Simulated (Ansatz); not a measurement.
The same atomization along the group F, Cl, Br.

Gas-phase electronic energies from Ansatz, PBE0-D4/def2-TZVP geometries. CBS: MP2 limit from def2 TZ/QZ plus the TZ coupled-cluster correction, frozen cores. Small cases extrapolate CCSD(T) itself. No spin–orbit coupling; open shells (•) take unrestricted orbitals. Spin–orbit coupling would lower the free atoms: a little for B, C, Cl, F, O; clearly for Br. For Br outer-core shells are correlated without core-valence functions, so the limit isn't a true one: a few kJ/mol of doubt a bond, and 10 to 20 or more in all where bonds break to atoms. Scalar relativity is left out up to krypton. Each species was taken in one conformer, which may not be the lowest.

| reaction | CCSD(T)/CBS(def2) (kcal/mol) |
| --- | --- |
| `OCBF` → B• + C• + F• + 4 H• + O• | 743.5 |
| `OCBCl` → B• + C• + Cl• + 4 H• + O• | 699.6 |
| `OCBBr` → B• + C• + Br• + 4 H• + O• | ? |

Task: Fill in the missing values. (An estimate is asked.)

Result: The calculation gave: `OCBBr` → B• + C• + Br• + 4 H• + O•: +686.4 kcal/mol.

Largest T1 diagnostic: 0.014, for B•.

Extrapolated directly: `OCBF` → B• + C• + F• + 4 H• + O•.

For atomizations the MP2-based limit and the directly extrapolated one differ by several kJ/mol either way, and by 10 to 25 for some Ge, Se and Sn compounds, so smaller differences from it don't rank the levels.
